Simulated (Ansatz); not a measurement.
`C[SiH2]S[SiH](C)Cl` → `C[SiH](S)Cl` + `C[SiH]`  (silylene formation by 1,1-elimination)

Isolated molecules relaxed with PBE0-D4/def2-TZVP in Ansatz; ΔE leaves out vibrations. CBS: MP2 limit from def2 TZ/QZ plus the TZ coupled-cluster correction, frozen cores. This one scheme is used for every species. Functionals use def2-TZVPP. B3LYP here is the variant with VWN-RPA as its local correlation; programs differ in this. One conformer a species, not always the lowest.

`C[SiH2]S[SiH](C)Cl`:

Z-matrix (Å, degrees):
```
C
Si 1 1.860
H 1 1.091 2 110.4
H 1 1.092 2 110.5 3 -120.0
H 1 1.094 2 110.2 3 120.1
S 2 2.152 1 111.4 3 62.5
H 2 1.485 1 111.0 3 179.3
H 2 1.487 1 111.2 3 -59.5
Si 6 2.123 2 100.6 1 -94.0
C 9 1.854 6 113.5 2 -70.4
Cl 9 2.069 6 111.2 2 51.4
H 9 1.481 6 105.3 2 166.9
H 10 1.093 9 110.1 6 -178.4
H 10 1.091 9 111.0 6 61.4
H 10 1.093 9 109.6 6 -58.7
```

`C[SiH](S)Cl`:

```xyz
9

C    -0.255   -1.020   -0.552
Si   -0.264    0.744    0.020
S     0.446    0.962    2.013
Cl    0.867    1.843   -1.309
H    -0.874   -1.632    0.107
H     0.762   -1.421   -0.548
H    -0.644   -1.089   -1.571
H    -1.619    1.339    0.046
H     1.580    0.275    1.794
```

`C[SiH]`:

Cartesian coordinates in Å:
```
C 0.388 -0.306 0.189
Si -0.900 1.048 0.486
H -0.108 -1.214 -0.179
H 0.976 -0.555 1.073
H 1.067 0.004 -0.616
H -1.422 1.024 -0.953
```

```
             level  ΔE (kJ/mol)  difference from CCSD(T)/CBS
            PBE-D4        306.8                         -0.6
          B3LYP-D4        301.1                         -6.3
           ωB97X-V        314.7                          7.3
           ωB97M-V        301.3                         -6.1
               PBE        291.0                        -16.4
              PBE0        304.1                         -3.3
     HF/def2-TZVPP        280.0                        -27.4
    MP2/def2-TZVPP        323.0                         15.6
SCS-MP2/def2-TZVPP        306.9                         -0.5
    CCSD/CBS(def2)        301.5                         -5.9
       CCSD(T)/CBS        307.4                            0
```

Largest T1 diagnostic among the species: 0.012.

The D4 term adds +25.2 kJ/mol with B3LYP and +14.4 kJ/mol with PBE0; it sums over pairs of atoms, weighted by their polarisabilities, and B3LYP, whose exchange is more repulsive, gets the larger term. In def2-TZVPP, CCSD(T) changes the Hartree–Fock value by +17.8 kJ/mol (the triples alone add +5.9 kJ/mol) and MP2 by +43.0 kJ/mol.
